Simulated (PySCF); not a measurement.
Species: C7H11PS.
Numbering: `[CH3:1][CH2:2][P@@:3]1(=[S:4])[CH:5]=[CH:6][C:7]([CH3:8])=[CH:9]1` (hydrogens: H10, H11, H12 on C1; H13, H14 on C2; H15 on C5; H16 on C6; H17, H18, H19 on C8; H20 on C9)

Torsions of this conformer, `[CH3:1][CH2:2][P@@:3]1(=[S:4])[CH:5]=[CH:6][C:7]([CH3:8])=[CH:9]1`: C1–C2–P3–S4 -179°.

The closed-shell ground state was solved at several levels (PySCF, density fitting, gas phase, non-relativistic). Geometry: PBE0-D3(BJ)/def2-SVP, one conformer, isolated molecule.

```
          level  basis functions  total energy (Eh)  HOMO (eV)  LUMO (eV)  gap (eV)  dipole (D)
B3LYP/def2-SVPD              279         -1012.5355      -6.05      -2.17      3.88        5.47
    HF/pcSseg-1              222         -1009.6458      -8.68       1.65     10.33        6.14
```

(1) What might PBE0/pcSseg-1 (222 basis functions) give for the same quantities?

(2) Over all these levels, which gives the widest orbital gap and which the narrowest?

(3) How far do the dipole and the HOMO energy spread over the levels?

## Answers

(1) Total energy -1012.2430 Eh, HOMO -6.28 eV, LUMO -1.98 eV, gap 4.30 eV, dipole 5.42 D.

(2) HF/pcSseg-1 (Hartree–Fock, all exact exchange) has the widest, 10.33 eV, and B3LYP/def2-SVPD (global hybrid, 20 % exact exchange) the narrowest, 3.88 eV. Functional and basis both differ between the two, so the spread mixes both effects. The HOMO need not be the same orbital at Hartree–Fock and at DFT levels.

(3) The dipole runs from 5.42 to 6.14 D (mean 5.68 D) and the HOMO from -8.68 to -6.05 eV.
